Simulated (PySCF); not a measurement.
Vertical excitations of a molecule C₂H₈GeO from TDA-ωB97X/def2-SVPD (PySCF), as energy in eV (oscillator strength): 7.27 (0.045), 8.24 (0.037), 8.26 (0.058), 8.78 (0.048), 8.86 (0.001), 8.96 (0.020), 9.18 (0.174), 9.33 (0.260), 9.34 (0.065), 9.54 (0.057). Lowest triplet (TDA): 6.93 eV. Coordinates come from a B3LYP-D3(BJ)/def2-SVP optimisation. One conformer was computed; it need not be the lowest.

Question: Identify the compound among the candidates.
A. C[O][GeH2][CH3]
B. CO[CH2][GeH3]
C. [CH3][GeH]([CH3])[OH]
D. C[CH2][GeH2][OH]

Answer: C, [CH3][GeH]([CH3])[OH]
